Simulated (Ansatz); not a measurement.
A trace of molecular dynamics of AlClF2H2 (6 atoms, charge 0, multiplicity 1).

All numbers below come from RKS PBE0/def2-SVP in Ansatz 0.2.0.

```yaml
ensemble: NVE (velocity Verlet)
starting_velocities_drawn_for: 300 K
seed: 5594
```

```json
{"time (fs)": "0", "T (K)": "300", "potential energy less start (eV)": "0.000", "conserved less start (meV/atom)": "0.00"}
{"time (fs)": "4", "T (K)": "207", "potential energy less start (eV)": "0.048", "conserved less start (meV/atom)": "0.04"}
{"time (fs)": "8", "T (K)": "174", "potential energy less start (eV)": "0.065", "conserved less start (meV/atom)": "0.01"}
{"time (fs)": "12", "T (K)": "99", "potential energy less start (eV)": "0.104", "conserved less start (meV/atom)": "0.04"}
{"time (fs)": "16", "T (K)": "151", "potential energy less start (eV)": "0.077", "conserved less start (meV/atom)": "0.02"}
{"time (fs)": "20", "T (K)": "212", "potential energy less start (eV)": "0.046", "conserved less start (meV/atom)": "0.02"}
{"time (fs)": "24", "T (K)": "253", "potential energy less start (eV)": "0.024", "conserved less start (meV/atom)": "0.01"}
{"time (fs)": "28", "T (K)": "225", "potential energy less start (eV)": "0.039", "conserved less start (meV/atom)": "0.02"}
{"time (fs)": "32", "T (K)": "200", "potential energy less start (eV)": "0.052", "conserved less start (meV/atom)": "0.02"}
{"time (fs)": "36", "T (K)": "172", "potential energy less start (eV)": "0.066", "conserved less start (meV/atom)": "0.02"}
{"time (fs)": "40", "T (K)": "209", "potential energy less start (eV)": "0.047", "conserved less start (meV/atom)": "0.00"}
{"time (fs)": "44", "T (K)": "210", "potential energy less start (eV)": "0.047", "conserved less start (meV/atom)": "0.05"}
{"time (fs)": "48", "T (K)": "327", "potential energy less start (eV)": "-0.014", "conserved less start (meV/atom)": "-0.02"}
{"time (fs)": "52", "T (K)": "294", "potential energy less start (eV)": "0.004", "conserved less start (meV/atom)": "0.05"}
{"time (fs)": "56", "T (K)": "291", "potential energy less start (eV)": "0.005", "conserved less start (meV/atom)": "0.02"}
{"time (fs)": "60", "T (K)": "245", "potential energy less start (eV)": "0.028", "conserved less start (meV/atom)": "-0.01"}
{"time (fs)": "64", "T (K)": "206", "potential energy less start (eV)": "0.049", "conserved less start (meV/atom)": "0.03"}
{"time (fs)": "68", "T (K)": "196", "potential energy less start (eV)": "0.054", "conserved less start (meV/atom)": "0.05"}
{"time (fs)": "72", "T (K)": "307", "potential energy less start (eV)": "-0.004", "conserved less start (meV/atom)": "-0.04"}
{"time (fs)": "76", "T (K)": "277", "potential energy less start (eV)": "0.012", "conserved less start (meV/atom)": "0.02"}
{"time (fs)": "80", "T (K)": "249", "potential energy less start (eV)": "0.026", "conserved less start (meV/atom)": "0.04"}
{"time (fs)": "84", "T (K)": "219", "potential energy less start (eV)": "0.042", "conserved less start (meV/atom)": "-0.02"}
{"time (fs)": "88", "T (K)": "164", "potential energy less start (eV)": "0.070", "conserved less start (meV/atom)": "-0.01"}
{"time (fs)": "92", "T (K)": "116", "potential energy less start (eV)": "0.096", "conserved less start (meV/atom)": "0.06"}
{"time (fs)": "96", "T (K)": "199", "potential energy less start (eV)": "0.052", "conserved less start (meV/atom)": "0.00"}
{"time (fs)": "100", "T (K)": "258", "potential energy less start (eV)": "0.022", "conserved less start (meV/atom)": "-0.03"}
```

Problem. Can this run be trusted? Judge the integration.

Solution. The conserved energy stayed within 0.075 meV per atom of its start (net change -0.034 meV per atom), so the integration is sound. A run of 0.1 ps of so small a system gives no equilibrium averages. The orbitals stay closed-shell, which can raise the energy where a bond breaks towards radicals; this wasn't checked here. The time step was 0.5 fs.

Run time: 7.1 min on 1 thread of Arm Neoverse V2, on a shared host, peak memory 0.13 GiB.
